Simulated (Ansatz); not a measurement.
`c1cc2sc(-c3cc4sc(-c5cc6sc(-c7cc8sc(-c9cc%10sc(-c%11cc%12sccc%12s%11)cc%10s9)cc8s7)cc6s5)cc4s3)cc2s1`, relaxed as a singlet with RKS PBE-D4/def2-SVP in Ansatz, starting from the GFN2-xTB geometry. Force threshold 0.03 eV/Å.

Single mean-field runs in def2-SVP are fitted with def2-universal-jkfit.

Start:

Cartesian coordinates in Å:
```
C -4.844 5.303 15.681
C -5.654 4.810 14.708
C -4.916 4.480 13.555
S -5.294 3.820 12.006
C -3.604 3.889 11.537
C -3.201 3.444 10.245
C -1.951 3.547 9.680
C -1.923 3.008 8.391
S -0.715 2.838 7.170
C -1.870 2.062 6.100
C -1.462 1.629 4.808
C -2.221 0.985 3.855
C -1.478 0.708 2.705
S -1.815 -0.049 1.190
C -0.163 0.221 0.658
C 0.249 -0.209 -0.634
C 1.497 -0.090 -1.206
C 1.526 -0.627 -2.496
S 2.734 -0.802 -3.718
C 1.582 -1.589 -4.784
C 1.976 -2.036 -6.076
C 1.186 -2.657 -7.018
C 1.904 -2.960 -8.177
S 1.511 -3.704 -9.687
C 3.163 -3.489 -10.246
C 3.531 -3.927 -11.549
C 2.722 -4.484 -12.508
C 3.435 -4.779 -13.678
S 3.034 -5.461 -15.216
C 4.678 -5.296 -15.735
C 5.497 -4.751 -14.798
C 4.787 -4.453 -13.619
S 5.196 -3.764 -12.089
C 3.959 -2.878 -9.305
C 3.246 -2.578 -8.140
S 3.629 -1.828 -6.631
C 0.334 -1.701 -4.210
C 0.306 -1.159 -2.923
S -0.904 -0.990 -1.704
C 0.595 0.863 1.613
C -0.149 1.135 2.764
S 0.190 1.896 4.276
C -3.119 1.950 6.671
C -3.145 2.484 7.961
S -4.356 2.663 9.180
C -2.805 4.399 12.534
C -3.551 4.730 13.672
S -3.175 5.383 15.228
H -5.122 5.637 16.661
H -6.717 4.684 14.805
H -1.108 3.998 10.169
H -3.255 0.731 3.987
H 2.339 0.359 -0.716
H 0.145 -2.877 -6.874
H 1.672 -4.663 -12.363
H 4.938 -5.623 -16.723
H 6.546 -4.570 -14.938
H 4.999 -2.662 -9.468
H -0.511 -2.149 -4.696
H 1.629 1.118 1.486
H -3.964 1.506 6.181
H -1.742 4.521 12.450
```

```
step   energy (eV)  largest force component (eV/Å)  SCF passes
   1  -167418.2068                           0.950          25
   2  -167418.6865                           0.234          22
   3  -167418.7498                           0.063          22
   4  -167418.7502                           0.081          22
   5  -167418.7528                           0.015          21
```

Force components are those of the run's own axes.

End:

```xyz
62

C    -4.928    5.371   15.899
C    -5.746    4.882   14.897
C    -4.985    4.548   13.741
S    -5.350    3.909   12.164
C    -3.643    3.947   11.701
C    -3.231    3.505   10.390
C    -1.968    3.625    9.804
C    -1.939    3.067    8.505
S    -0.727    2.893    7.268
C    -1.879    2.093    6.187
C    -1.466    1.654    4.879
C    -2.236    0.997    3.912
C    -1.488    0.723    2.746
S    -1.825   -0.045    1.220
C    -0.166    0.226    0.663
C     0.244   -0.215   -0.645
C     1.508   -0.105   -1.233
C     1.529   -0.655   -2.535
S     2.737   -0.839   -3.776
C     1.577   -1.634   -4.852
C     1.976   -2.080   -6.162
C     1.181   -2.702   -7.131
C     1.916   -2.997   -8.300
S     1.543   -3.741   -9.831
C     3.208   -3.521  -10.393
C     3.577   -3.967  -11.713
C     2.764   -4.537  -12.693
C     3.495   -4.842  -13.870
S     3.109   -5.538  -15.419
C     4.766   -5.375  -15.945
C     5.592   -4.814  -14.989
C     4.863   -4.510  -13.804
S     5.254   -3.813  -12.257
C     4.005   -2.902   -9.427
C     3.273   -2.610   -8.252
S     3.642   -1.868   -6.721
C     0.314   -1.744   -4.262
C     0.294   -1.192   -2.962
S    -0.916   -1.007   -1.724
C     0.604    0.883    1.629
C    -0.144    1.158    2.796
S     0.193    1.925    4.323
C    -3.143    1.973    6.773
C    -3.169    2.521    8.076
S    -4.378    2.690    9.317
C    -2.838    4.442   12.728
C    -3.601    4.782   13.873
S    -3.241    5.428   15.452
H    -5.225    5.710   16.899
H    -6.833    4.774   14.998
H    -1.120    4.111   10.302
H    -3.291    0.735    4.062
H     2.367    0.354   -0.728
H     0.117   -2.923   -6.982
H     1.690   -4.714  -12.551
H     5.040   -5.710  -16.953
H     6.664   -4.634  -15.141
H     5.067   -2.675   -9.585
H    -0.545   -2.207   -4.764
H     1.659    1.145    1.480
H    -3.998    1.509    6.267
H    -1.748    4.535   12.645
```

By distances, no bond broke or formed. The bond that changes most is C1–H49, from 1.07 to 1.10 Å (atoms count from 1).

No frequencies were taken in this run, so the end may be a saddle point.

Run time 33 s (5 threads of AMD EPYC 7R13 on a shared host and a share (37 GiB) of an NVIDIA H100 80GB HBM3), peak host memory 1.3 GiB.
